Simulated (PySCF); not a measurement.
PySCF input file for H7NSi2, SMILES [SiH3]N[SiH3], TDDFT-LC-ωPBE/def2-SVPD. Geometry optimised at B3LYP-D3(BJ)/def2-SVP.

```python
import numpy as np
from pyscf import gto, scf, dft, tdscf

mol = gto.M(
    atom='''
    Si    0.00062791    0.13226636    1.57992252
    N    -0.00676433   -0.60811440    0.00000000
    Si    0.00062791    0.13226636   -1.57992253
    H    -1.05808378   -0.46012528    2.45200699
    H    -0.25793942    1.58621675    1.39144903
    H     1.30296991   -0.03672647    2.29589633
    H     0.05587555   -1.62538718    0.00000000
    H     1.30296991   -0.03672647   -2.29589633
    H    -1.05808380   -0.46012528   -2.45200698
    H    -0.25793943    1.58621675   -1.39144902
    ''',
    basis='def2-SVPD',
    charge=0,
    spin=0,
    symmetry=True,
    max_memory=1600,
    verbose=4,
)
mf = dft.RKS(mol, xc='lc_wpbe').density_fit(auxbasis='def2-universal-jkfit')
mf.grids.level = 3
mf.conv_tol = 1e-9
mf.max_cycle = 100
mf.kernel()
mf.grids = dft.Grids(mol).set(level=1).build(with_non0tab=True)  # coarser grid for the response kernel
td = tdscf.TDDFT(mf)
td.singlet = True
td.nstates = 10
td.conv_tol = 1e-4
td.kernel(x0=td.get_init_guess(mf, 15))
td.analyze()
tt = tdscf.TDA(mf)
tt.singlet = False
tt.nstates = 4
tt.conv_tol = 1e-4
tt.kernel(x0=tt.get_init_guess(mf, 9))
tt.analyze(verbose=3)
```

Log of the run:

```
PySCF version 2.14.0

[INPUT] verbose = 4
[INPUT] num. atoms = 10
[INPUT] num. electrons = 42
[INPUT] charge = 0
[INPUT] spin (= nelec alpha-beta = 2S) = 0
[INPUT] symmetry True subgroup None
[INPUT] Mole.unit = angstrom
[INPUT] Symbol           X                Y                Z      unit          X                Y                Z       unit  Magmom
[INPUT]  1 Si     0.000627910000   0.132266360000   1.579922520000 AA    0.001186577931   0.249947195893   2.985620860833 Bohr   0.0
[INPUT]  2 N     -0.006764330000  -0.608114400000   0.000000000000 AA   -0.012782731116  -1.149169668404   0.000000000000 Bohr   0.0
[INPUT]  3 Si     0.000627910000   0.132266360000  -1.579922530000 AA    0.001186577931   0.249947195893  -2.985620879730 Bohr   0.0
[INPUT]  4 H     -1.058083780000  -0.460125280000   2.452006990000 AA   -1.999488561045  -0.869510762189   4.633621666619 Bohr   0.0
[INPUT]  5 H     -0.257939420000   1.586216750000   1.391449030000 AA   -0.487434860529   2.997515231698   2.629457582992 Bohr   0.0
[INPUT]  6 H      1.302969910000  -0.036726470000   2.295896330000 AA    2.462256278449  -0.069402969822   4.338615274094 Bohr   0.0
[INPUT]  7 H      0.055875550000  -1.625387180000   0.000000000000 AA    0.105589486559  -3.071536616579   0.000000000000 Bohr   0.0
[INPUT]  8 H      1.302969910000  -0.036726470000  -2.295896330000 AA    2.462256278449  -0.069402969822  -4.338615274094 Bohr   0.0
[INPUT]  9 H     -1.058083800000  -0.460125280000  -2.452006980000 AA   -1.999488598839  -0.869510762189  -4.633621647722 Bohr   0.0
[INPUT] 10 H     -0.257939430000   1.586216750000  -1.391449020000 AA   -0.487434879426   2.997515231698  -2.629457564094 Bohr   0.0

nuclear repulsion = 155.315864514915
point group symmetry = Cs
symmetry origin: [ 4.94928272e-09  4.49934791e-09 -5.39921743e-09]
symmetry axis x: [ 1.00000000e+00  3.90992388e-10 -5.48876063e-10]
symmetry axis y: [-3.90992388e-10  1.00000000e+00  8.52156826e-11]
symmetry axis z: [ 5.48876063e-10 -8.52152506e-11  1.00000000e+00]
num. orbitals of irrep A' = 68
num. orbitals of irrep A" = 56
number of shells = 56
number of NR pGTOs = 184
number of NR cGTOs = 124
basis = def2-SVPD
ecp = {}


[settings echo left out]
init E= -637.298418129869
HOMO (A') = -0.305608553547483  LUMO (A') = 0.00281774931032208  gap/eV = 8.39271
cycle= 1 E= -637.507820080121  delta_E= -0.209  |g|= 0.354  |ddm|=  3.3
HOMO (A') = -0.3339001656198  LUMO (A') = 0.0648083277880582  gap/eV = 10.84941
cycle= 2 E= -637.523900503767  delta_E= -0.0161  |g|= 0.288  |ddm|= 0.657
HOMO (A') = -0.385031455026907  LUMO (A') = 0.0621753334432009  gap/eV = 12.16912
cycle= 3 E= -637.541438145045  delta_E= -0.0175  |g|= 0.0468  |ddm|= 0.273
HOMO (A') = -0.372513644901175  LUMO (A') = 0.067529156627244  gap/eV = 11.97417
cycle= 4 E= -637.542102829447  delta_E= -0.000665  |g|= 0.0075  |ddm|= 0.126
HOMO (A') = -0.374024216329429  LUMO (A') = 0.0669925529342255  gap/eV = 12.00068
cycle= 5 E= -637.542126334112  delta_E= -2.35e-05  |g|= 0.000953  |ddm|= 0.0332
HOMO (A') = -0.374071071387077  LUMO (A') = 0.0669421327921467  gap/eV = 12.00058
cycle= 6 E= -637.542127872838  delta_E= -1.54e-06  |g|= 0.000242  |ddm|= 0.00632
HOMO (A') = -0.37407221022132  LUMO (A') = 0.0669450718379028  gap/eV = 12.00069
cycle= 7 E= -637.542127919651  delta_E= -4.68e-08  |g|= 6.83e-05  |ddm|= 0.00103
HOMO (A') = -0.374068700403663  LUMO (A') = 0.0669469265660272  gap/eV = 12.00065
cycle= 8 E= -637.542127922571  delta_E= -2.92e-09  |g|= 1.16e-05  |ddm|= 0.000261
HOMO (A') = -0.374070172506547  LUMO (A') = 0.0669458849155147  gap/eV = 12.00066
cycle= 9 E= -637.542127922693  delta_E= -1.22e-10  |g|= 2.26e-06  |ddm|= 7.34e-05
HOMO (A') = -0.374069912148131  LUMO (A') = 0.0669459365501961  gap/eV = 12.00065
Extra cycle  E= -637.542127922697  delta_E= -4.55e-12  |g|= 8.45e-07  |ddm|= 7.52e-06
converged SCF energy = -637.542127922697
tot grids = 35248


******** <class 'pyscf.tdscf.rks.TDDFT'> for <class 'pyscf.df.df_jk.DFSymAdaptedRKS'> ********
nstates = 10 singlet
deg_eia_thresh = 1.000e-03
wfnsym = None
conv_tol = 0.0001
eigh lindep = 1e-12
eigh level_shift = 0
eigh max_cycle = 100


Excitation energies (eV)
[6.62399763 7.78280235 8.11133336 8.16808769 8.32972113 8.37772715
 8.7514704  8.93158783 8.94030191 9.08355347]

** Singlet excitation energies and oscillator strengths **
Excited State   1:   A'      6.62400 eV    187.17 nm  f=0.0031
      21 -> 22        0.64794
      21 -> 23        0.21529
Excited State   2:   A'      7.78280 eV    159.31 nm  f=0.0471
      21 -> 22       -0.15278
      21 -> 23        0.48296
      21 -> 25       -0.35065
      21 -> 26       -0.21229
      21 -> 29       -0.12989
      21 -> 31       -0.11917
Excited State   3:   A"      8.11133 eV    152.85 nm  f=0.0026
      19 -> 22       -0.21683
      21 -> 24        0.27967
      21 -> 27       -0.56314
Excited State   4:  ???      8.16809 eV    151.79 nm  f=0.0234
      21 -> 22        0.10972
      21 -> 23       -0.30386
      21 -> 25       -0.58697
Excited State   5:   A"      8.32972 eV    148.85 nm  f=0.0000
      19 -> 22        0.21948
      19 -> 23        0.22227
      21 -> 24        0.44909
      21 -> 27        0.17519
      21 -> 28       -0.33117
      21 -> 39       -0.11289
      21 -> 41       -0.11387
Excited State   6:   A'      8.37773 eV    147.99 nm  f=0.0009
      19 -> 24       -0.10354
      19 -> 28        0.10204
      21 -> 23       -0.14315
      21 -> 26       -0.62150
      21 -> 29        0.14970
Excited State   7:  ???      8.75147 eV    141.67 nm  f=0.0003
      18 -> 27       -0.18828
      18 -> 28        0.14887
      20 -> 22       -0.56584
      20 -> 23       -0.25055
      20 -> 29        0.11878
Excited State   8:  ???      8.93159 eV    138.82 nm  f=0.0101
      19 -> 22        0.23432
      19 -> 23       -0.15784
      19 -> 26        0.10458
      21 -> 24       -0.36422
      21 -> 27       -0.13963
      21 -> 28       -0.46834
Excited State   9:  ???      8.94030 eV    138.68 nm  f=0.0533
      17 -> 22        0.17218
      19 -> 24        0.11047
      19 -> 27       -0.13322
      21 -> 22       -0.10839
      21 -> 23        0.21293
      21 -> 29        0.56363
      21 -> 37       -0.10226
Excited State  10:  ???      9.08355 eV    136.49 nm  f=0.0093
      18 -> 22        0.53198
      18 -> 23        0.25591
      18 -> 26        0.10368
      20 -> 24        0.10455
      20 -> 27        0.21431
      20 -> 28       -0.19306

** Transition electric dipole moments (AU) **
state          X           Y           Z        Dip. S.      Osc.
  1        -0.1373     -0.0017     -0.0000      0.0188      0.0031
  2        -0.4807     -0.1264     -0.0000      0.2470      0.0471
  3         0.0000      0.0000      0.1151      0.0132      0.0026
  4         0.3305     -0.0866      0.0000      0.1167      0.0234
  5         0.0000     -0.0000     -0.0057      0.0000      0.0000
  6        -0.0513      0.0434     -0.0000      0.0045      0.0009
  7         0.0000     -0.0000     -0.0356      0.0013      0.0003
  8         0.0000      0.0000      0.2150      0.0462      0.0101
  9        -0.4930     -0.0154      0.0000      0.2433      0.0533
 10        -0.0142      0.2045      0.0000      0.0420      0.0093

** Transition velocity dipole moments (imaginary part, AU) **
state          X           Y           Z        Dip. S.      Osc.
  1        -0.0276     -0.0001      0.0000      0.0008      0.0021
  2        -0.1405     -0.0391      0.0000      0.0213      0.0496
  3         0.0000     -0.0000      0.0339      0.0012      0.0026
  4         0.1007     -0.0299     -0.0000      0.0110      0.0245
  5         0.0000      0.0000     -0.0018      0.0000      0.0000
  6        -0.0223      0.0138      0.0000      0.0007      0.0015
  7        -0.0000     -0.0000     -0.0100      0.0001      0.0002
  8         0.0000     -0.0000      0.0702      0.0049      0.0100
  9        -0.1694     -0.0068      0.0000      0.0288      0.0583
 10        -0.0058      0.0738     -0.0000      0.0055      0.0110

** Transition magnetic dipole moments (imaginary part, AU) **
state          X           Y           Z
  1        -0.0000     -0.0000      0.7919
  2        -0.0000     -0.0000      0.5061
  3         0.1047      0.3437      0.0000
  4        -0.0000     -0.0000      0.2856
  5         0.0828     -1.7331     -0.0000
  6         0.0000      0.0000      0.2815
  7        -2.8368     -0.2134     -0.0000
  8         0.4305     -2.5657      0.0000
  9         0.0000      0.0000     -0.4761
 10         0.0000      0.0000      0.0815


******** <class 'pyscf.tdscf.rks.TDA'> for <class 'pyscf.df.df_jk.DFSymAdaptedRKS'> ********
nstates = 4 triplet
deg_eia_thresh = 1.000e-03
wfnsym = None
conv_tol = 0.0001
eigh lindep = 1e-12
eigh level_shift = 0
eigh max_cycle = 100


Excitation energies (eV)
[6.20973103 7.38532476 7.62647346 7.67771486]

** Triplet excitation energies and oscillator strengths **
Excited State   1:   A'      6.20973 eV    199.66 nm  f=0.0000
Excited State   2:   A'      7.38532 eV    167.88 nm  f=0.0000
Excited State   3:   A'      7.62647 eV    162.57 nm  f=0.0000
Excited State   4:   A"      7.67771 eV    161.49 nm  f=0.0000
```

The run converged.
